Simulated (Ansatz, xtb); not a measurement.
## CH2AgN: 4 structures ranked

4 gas-phase structures of CH2AgN, found in a search over its isomers (lower ones may exist). Each was relaxed with GFN2-xTB:

A. a singlet given by its coordinates
B. `[H]/N=[CH]/[Ag]`, a singlet
C. a singlet given by its coordinates
D. `C=[N][Ag]`, a singlet

C (Å):

```xyz
5

C    -0.8159    2.0223   -1.3735
Ag    0.6684   -0.4546   -1.1731
N    -0.6630    0.9867   -0.9037
H    -1.0178    2.9839   -1.7602
H     1.7911   -1.4682   -1.5174
```

Close contacts (Å): C1–N3 1.15, Ag2–N3 1.98, C1–H4 1.06, Ag2–H5 1.55.

A (Å):

```json
{"atom": "C", "x (Å)": "-0.2866", "y (Å)": "-1.1960", "z (Å)": "-0.2308"}
{"atom": "Ag", "x (Å)": "-1.9399", "y (Å)": "-0.2181", "z (Å)": "0.3348"}
{"atom": "N", "x (Å)": "0.8691", "y (Å)": "-1.0516", "z (Å)": "-0.2560"}
{"atom": "H", "x (Å)": "1.8596", "y (Å)": "-1.0746", "z (Å)": "-0.3387"}
{"atom": "H", "x (Å)": "-2.7160", "y (Å)": "0.9940", "z (Å)": "0.9381"}
```

Close contacts (Å): C1–Ag2 2.00, C1–N3 1.16, Ag2–H5 1.56, N3–H4 0.99.

Q: Make a reasoned guess at their ranking by r2SCAN-D4/def2-SVP single-point energy.

A: Calculated order at r2SCAN-D4/def2-SVP: C (0.000), B (0.130), A (0.141), D (0.180) eV. Less than 1 kcal/mol parts B and A; A and D, so the order within those pairs means little.

Energies above the lowest of each column, in eV; the last columns are at B3LYP-D3(BJ)/def2-SVP geometries (a dash: not run or not comparable):

```csv
structure,GFN2-xTB,HF/STO-3G,r2SCAN-D4/def2-SVP,B3LYP-D3(BJ)/def2-SVP,CCSD(T)/def2-TZVPP
C,0.000,0.000,0.000,0.000,0.000
B,1.385,1.211,0.130,0.427,0.590
A,0.481,0.402,0.141,0.286,0.290
D,1.141,0.623,0.180,0.467,–
```

Every level run on C puts it lowest or level with the lowest. CCSD(T)/def2-TZVPP orders those it was run on as C (0.000), A (0.290), B (0.590) eV. Frequencies (B3LYP-D3(BJ)/def2-SVP) were run for A, B, C alone. Large T1 diagnostics make some coupled-cluster values less sure. Atoms past krypton carry core potentials in the def2 sets, without spin–orbit terms.

Over these structures GFN2-xTB departs from r2SCAN-D4/def2-SVP by 0.469 eV on average once a common shift is removed. A GFN2-xTB relaxation took about 0.054 s and the r2SCAN-D4/def2-SVP energy about 1.6 s on a shared host (Ansatz 0.2.0, xtb 6.7.1).
